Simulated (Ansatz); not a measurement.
Consider the redistribution: `[AlH2][BH]O[SiH3]` + `F[SiH2]SS` → `F[SiH2][S][AlH2]` + `[SiH3]OBS`.

Computed with Ansatz on PBE0-D4/def2-TZVP structures; ΔE is electronic, products minus reactants. CCSD(T)/CBS adds triple-zeta CCSD(T) − MP2 to the extrapolated MP2 energy (def2 sets, frozen cores). Functionals use def2-TZVPP. Each species was taken in one conformer, which may not be the lowest.

CCSD(T)/CBS gives -292.9 kJ/mol.

(1) Another level gave -293.2 kJ/mol. Which?
A. B2PLYP/def2-TZVPP
B. BLYP-D4/def2-TZVPP
C. PBE-QIDH/def2-TZVPP
D. revPBE/def2-TZVPP

Largest T1 diagnostic among the species: 0.013.

Answers

(1) A. B2PLYP -293.2, PBE-QIDH -299.2, BLYP-D4 -278.2, revPBE -272.2 kJ/mol.

Leaving LDA and LC-ωPBE aside and taking each functional with its dispersion term where it has one, the values, not all of them listed here, spread over 27.4 kJ/mol, from B97M-V to revPBE-D4. LDA lies −10.0 kJ/mol from PBE without D4. At CCSD(T), def2-SVP lies −22.9 kJ/mol from the extrapolated value and def2-TZVPP −2.2 kJ/mol. From BLYP to BHLYP (50 % exact exchange), in def2-TZVPP and without D4, ΔE moves by −19.6 kJ/mol.
